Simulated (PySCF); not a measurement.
A PySCF script (with the pyscf-properties extension) for the NMR shieldings of `CN[Si@@H](N)NCCC#N`, C4H12N4Si, on a GFN2-xTB geometry:

```python
import basis_set_exchange as bse
import numpy as np
from pyscf import gto, dft
from pyscf.prop import nmr

atoms = """
C    -3.148144   -0.591352   -0.671579
N    -1.945209   -0.666476    0.118849
Si   -0.617477    0.403642   -0.114099
N    -1.009769    2.052504    0.250646
N     0.555841    0.000206    1.079793
C     1.568338   -0.990771    0.911165
C     2.948605   -0.410986    0.514923
C     2.905281    0.252093   -0.758847
N     2.870421    0.786627   -1.769190
H    -3.681919   -1.543098   -0.641652
H    -3.830982    0.198038   -0.332841
H    -2.873656   -0.379814   -1.702767
H    -2.136817   -0.965911    1.062788
H    -0.160918    0.148140   -1.483749
H    -1.868297    2.406679   -0.138656
H    -0.289797    2.749081    0.143542
H     0.806512    0.709456    1.749360
H     1.232698   -1.686370    0.141652
H     1.710298   -1.552541    1.845540
H     3.686792   -1.216071    0.466115
H     3.269279    0.313866    1.269579
"""
names = dict.fromkeys(["C", "N", "Si", "H"], "pcSseg-1")
basis = {el: gto.basis.parse(bse.get_basis(n, elements=[el], fmt="nwchem")) for el, n in names.items()}
mol = gto.M(atom=atoms, basis=basis, charge=0, verbose=0)
mf = dft.RKS(mol, xc="PBE0")
mf.grids.level = 2
mf.grids.alignment = dft.numint.BLKSIZE   # the property module wants whole blocks of grid points
mf.conv_tol = 1e-9
mf.kernel()

calc = nmr.RKS(mf)   # GIAO
C = mf.mo_coeff
Co = C[:, mf.mo_occ > 0]
resp = mf.gen_response(singlet=True, hermi=2)
def vind(x):   # induced exchange potential for any number of trial vectors
    d = np.einsum("pi,xij,qj->xpq", C, 2 * x.reshape(-1, C.shape[1], Co.shape[1]), Co, optimize=True)
    return np.einsum("xpq,pi,qj->xij", resp(d - d.transpose(0, 2, 1)), C, Co, optimize=True).ravel()
mo1, _ = nmr.rhf.solve_mo1(calc, with_cphf=vind)
sigma = calc.kernel(mo1)
for i, s in enumerate(sigma):   # ppm
    w = np.linalg.eigvalsh((s + s.T) / 2)
    print("%2d %-2s iso %8.1f  s11 %8.1f  s22 %8.1f  s33 %8.1f" % (i, mol.atom_pure_symbol(i), w.mean(), *w))
```

Problem. What are the results?

Solution. 
```
 0 C  iso    158.6  s11    132.7  s22    156.3  s33    186.9
 1 N  iso    230.9  s11    198.8  s22    223.2  s33    270.8
 2 Si iso    378.8  s11    358.2  s22    379.0  s33    399.1
 3 N  iso    243.6  s11    220.0  s22    244.2  s33    266.6
 4 N  iso    220.5  s11    187.5  s22    234.1  s33    239.9
 5 C  iso    143.9  s11    118.3  s22    149.9  s33    163.6
 6 C  iso    161.8  s11    146.6  s22    159.0  s33    179.9
 7 C  iso     62.4  s11    -54.1  s22    -47.2  s33    288.6
 8 N  iso    -35.2  s11   -215.1  s22   -194.0  s33    303.4
 9 H  iso     28.9  s11     23.4  s22     26.7  s33     36.6
10 H  iso     29.0  s11     23.1  s22     27.5  s33     36.4
11 H  iso     29.1  s11     25.2  s22     27.4  s33     34.9
12 H  iso     31.4  s11     22.6  s22     30.9  s33     40.7
13 H  iso     26.2  s11     22.8  s22     25.3  s33     30.5
14 H  iso     31.3  s11     23.9  s22     27.9  s33     42.1
15 H  iso     31.3  s11     24.0  s22     28.0  s33     41.9
16 H  iso     31.6  s11     23.7  s22     31.6  s33     39.5
17 H  iso     28.5  s11     23.6  s22     29.2  s33     32.7
18 H  iso     28.5  s11     21.8  s22     28.3  s33     35.4
19 H  iso     29.5  s11     24.5  s22     27.4  s33     36.6
20 H  iso     29.7  s11     26.2  s22     28.1  s33     34.8
```

These numbers come from an equivalent density-fitted implementation of the same equations, which agrees with the script to about 0.01 ppm for H and up to a few tenths of a ppm for heavy atoms, so last digits may differ.

Problem. Turn these shieldings into chemical shifts. Referencing at the same level of theory: ¹³C (σ = 186.93 ppm), ²⁹Si (σ = 349.16 ppm), ¹H (σ = 31.72 ppm) vs TMS; ¹⁵N (σ = 267.73 ppm) vs NH3.

Solution. Averaging equivalent atoms: C 7: 124.5; C 5: 43.0; C 0: 28.3; C 6: 25.1; N 8: 303.0; N 4: 47.2; N 1: 36.8; N 3: 24.1; Si 2: -29.6; H 13: 5.51; H 18: 3.24; H 17: 3.18; H 9/10/11: 2.70; H 19: 2.21; H 20: 2.01; H 14/15: 0.43; H 12: 0.33; H 16: 0.13 ppm. Experimental scales use liquid or dissolved standards, which lie at an offset from isolated NH3 (liquid NH3: subtract about 20 ppm). Unscaled 15N shifts of sp2 nitrogen come out 20 to 40 ppm too high even then.

Size and cost of the density-fitted run: 220 basis functions, 85 s wall time on 1 thread of an Arm Neoverse N1, shared host; peak memory 0.9 GiB.
